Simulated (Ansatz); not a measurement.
One change: `C[O][Al]([NH2])[O]C` becomes `C[O][Al]([NH2])[NH2]`.

Ansatz, PBE0-D4/def2-TZVP geometries, multiplicity 1. Each molecule was computed in one conformer, which needn't be the lowest.

```csv
property,`C[O][Al]([NH2])[O]C`
HOMO–LUMO gap (B3LYP/def2-TZVPP) / eV,6.62
HOMO energy (ωB97M-V/def2-TZVPP) / eV,-9.52
HOMO energy (B3LYP/def2-TZVPP) / eV,-6.86
HOMO–LUMO gap (ωB97M-V/def2-TZVPP) / eV,11.10
HOMO energy (PBE0/def2-TZVPP) / eV,-7.12
LUMO energy (PBE0/def2-TZVPP) / eV,0.07
```

**Question.** What does the change do to each property? (Best estimate.)

**Answer.** Computed: 
```json
{"property": "HOMO–LUMO gap (B3LYP/def2-TZVPP) / eV", "`C[O][Al]([NH2])[NH2]`": "6.49", "shift": "-0.13"}
{"property": "HOMO energy (ωB97M-V/def2-TZVPP) / eV", "`C[O][Al]([NH2])[NH2]`": "-9.28", "shift": "0.24"}
{"property": "HOMO energy (B3LYP/def2-TZVPP) / eV", "`C[O][Al]([NH2])[NH2]`": "-6.64", "shift": "0.22"}
{"property": "HOMO–LUMO gap (ωB97M-V/def2-TZVPP) / eV", "`C[O][Al]([NH2])[NH2]`": "10.92", "shift": "-0.18"}
{"property": "HOMO energy (PBE0/def2-TZVPP) / eV", "`C[O][Al]([NH2])[NH2]`": "-6.90", "shift": "0.22"}
{"property": "LUMO energy (PBE0/def2-TZVPP) / eV", "`C[O][Al]([NH2])[NH2]`": "0.17", "shift": "0.10"}
```

With PBE0 the HOMO rises by 0.22 eV and the LUMO rises by 0.10 eV, so the gap narrows by about 0.12 eV. PBE moves the HOMO by 0.23 eV and ωB97M-V by 0.24 eV.

B3LYP here is the variant with VWN-RPA as its local correlation; programs differ in this.
